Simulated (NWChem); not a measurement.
System: C$_{3}$H$_{3}$BrF$_{2}$; SMILES C=C(Br)C(F)F

```xyz
9

C     -1.7934     0.4670    -0.4800
C     -0.5192     0.2671    -0.1586
Br     0.2916    -1.4319    -0.2146
C      0.4165     1.3584     0.2942
F     -0.2380     2.5359     0.3433
F      1.4420     1.4863    -0.5705
H     -2.2038     1.4776    -0.4204
H     -2.4421    -0.3497    -0.8004
H      0.8337     1.1447     1.2948
```
Atoms are numbered in this order, from 1.

Computed with NWChem. Geometry optimised at PBE0/def2-SVP; all other runs use it. This build's default masses of Se (78.918 u) and Br (79.917 u) are each other's, which moves their modes by up to 0.6 %.

```tsv
quantity	level	value
dipole in solution (D) in n-hexane	PBE0/def2-SVP, SMD	1.76
−ε(HOMO) (eV)	PBE/def2-SVP	6.47
vertical, lowest state with f > 0.02, singlet (eV)	PBE/def2-SVPD, TDA	___
isotropic polarisability (bohr³), static	PBE/def2-SVPD	62.7
dipole (D)	PBE0/def2-SVP	___
highest harmonic frequency (cm⁻¹)	PBE0/def2-SVP	___
```

Question: Complete the blanks.

Answer: 
- vertical, lowest state with f > 0.02, singlet (eV), value: 5.74
- dipole (D), value: 1.58
- highest harmonic frequency (cm⁻¹), value: 3300
